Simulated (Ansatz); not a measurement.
F2H5NSi2 can be A, `F[SiH](F)N[SiH3]`, or B, `N[Si](F)(F)[SiH3]`.

Calculated with Ansatz (gas phase, PBE0-D4/def2-TZVP geometries, no zero-point term in ΔE). CCSD(T)/CBS adds triple-zeta CCSD(T) − MP2 to the extrapolated MP2 energy (def2 sets, frozen cores). DFT in def2-TZVPP. B3LYP here is the variant with VWN-RPA as its local correlation; programs differ in this. One conformer a species, not always the lowest.

(1) Which is lower in electronic energy at CCSD(T)/CBS, and by how much? (An estimate is asked.)

(2) Give E(B) − E(A) in kcal/mol with CCSD(T)/def2-TZVPP, PBE0-D4, CCSD/def2-TZVPP, MP2/def2-TZVPP, PBE-D4, B2PLYP, B3LYP-D4. (Best estimate.)

Largest T1 diagnostic: 0.012.

Answers

(1) Ansatz gave: A, by 15.6 kcal/mol.

(2) Ansatz gave: CCSD(T)/def2-TZVPP 16.0, PBE0-D4 11.8, CCSD/def2-TZVPP 16.4, MP2/def2-TZVPP 17.9, PBE-D4 9.8, B2PLYP 15.8, B3LYP-D4 14.1. None reverses the order clearly.

In def2-TZVPP, CCSD(T) changes the Hartree–Fock value by −3.3 kcal/mol (the triples alone add −0.4 kcal/mol) and MP2 by −1.4 kcal/mol. From PBE to PBE0 (25 % exact exchange), in def2-TZVPP and without D4, E(B) − E(A) moves by +1.9 kcal/mol.
